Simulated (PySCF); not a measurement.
**Dipole moment and polarisability of `C=C1O[SiH2]OC1=O`**

Species: C3H4O3Si.
Numbering: `[CH2:1]=[C:2]1[O:3][SiH2:4][O:5][C:6]1=[O:7]` (hydrogens: H8, H9 on C1; H10, H11 on Si4)

Structure used (GFN2-xTB), in Å, numbered top down from 1:
```
atom  x, y, z in Å
C1    -1.935   -0.370    0.373
C2    -0.650   -0.150    0.133
O3     0.347   -1.041    0.369
Si4    1.820   -0.429   -0.046
O5     1.225    1.031   -0.555
C6    -0.110    1.121   -0.435
O7    -0.739    2.088   -0.747
H8    -2.649    0.402    0.152
H9    -2.285   -1.300    0.784
H10    2.626   -0.213    1.139
H11    2.354   -1.136   -1.192
```

Level: CAM-B3LYP/def2-SVPD (PySCF), static field, nuclei fixed, core orbitals frozen in the response. The polarisability tensor in these axes (au):

```
x   85.03 -2.12 -3.54
y   -2.12 61.51 -5.17
z   -3.54 -5.17 50.40
```

Question: Diagonalise the tensor; give its mean and Δα, where Δα² is half the sum of the squared differences of the eigenvalues.

Answer: Principal values 47.92, 63.52 and 85.49 au; mean 65.65 au = 9.73 Å³ = 10.82 × 10⁻⁴⁰ C²·m²/J; Δα = 32.70 au (50 % of the mean).

Question: What is the dipole moment, and where does it point?

Answer: (1.85, -3.08, 1.01) D, 3.73 D in size, pointing from the negative to the positive side. Measured along this direction, the outermost atoms are O7 at the negative end and H10 and H11 at the positive end.

Question: Directions of the eigenvectors, and the extent of the frame along each?

Answer: Largest value along (0.99, -0.07, -0.09), where the nuclei span 5.20 Å; middle along (0.03, 0.93, -0.37), 3.76 Å; least along (0.11, 0.37, 0.92), 2.52 Å. The response follows the extents in order.

Question: Orientational against electronic polarisability at 273 K (dilute gas, rigid molecules)?

Answer: In Gaussian units μ²/3kT = 123.03 Å³ against 9.73 Å³, a ratio of 12.65; the Debye molar polarisation (4π/3)N_A(α + μ²/3kT) is 334.9 cm³/mol, leaving out the vibrational part.

Question: Sum over states: ᾱ = Σ f/ω², ω in Eh. What share falls to these 8 lowest TDDFT singlets (eV, f)? 5.10, 0.0000; 5.72, 0.2536; 6.46, 0.0000; 6.76, 0.0211; 7.48, 0.0795; 7.75, 0.0597; 7.81, 0.0081; 7.83, 0.0004.

Answer: They add up to 7.98 au, 12.2 % of the 65.65 au; the largest single term is 5.74 au, from the state at 5.72 eV. Terms in order: 0.00, 5.74, 0.00, 0.34, 1.05, 0.74, 0.10, 0.01 au. Higher excitations give the rest. The strengths listed sum to 0.422.

Question: Find the Langevin capture rate constant for H3O+ (19.018 u) meeting this molecule (115.993 u), k = 2.342 × 10⁻⁹ cm³/s × √(α in Å³ / reduced mass in u).

Answer: The reduced mass is 16.34 u, so k = 1.81 × 10⁻⁹ cm³/s. The formula leaves out the permanent dipole, which adds to the capture rate.

Question: Refractivity n − 1 of an ideal gas of it at 298.15 K and 1 atm, from the electronic α?

Answer: N = p/kT = 2.4615 × 10¹⁹ cm⁻³, so n − 1 = 2π × N × 9.73 × 10⁻²⁴ cm³ = 1504 × 10⁻⁶ at long wavelengths, for an ideal gas.

Isolated species at its GFN2-xTB geometry, gas phase.

The run behind these numbers computed excited states as well. On one thread, Arm Neoverse N1 (aarch64) (shared host), this took 54 s of wall time and 0.81 GiB of memory at its peak.
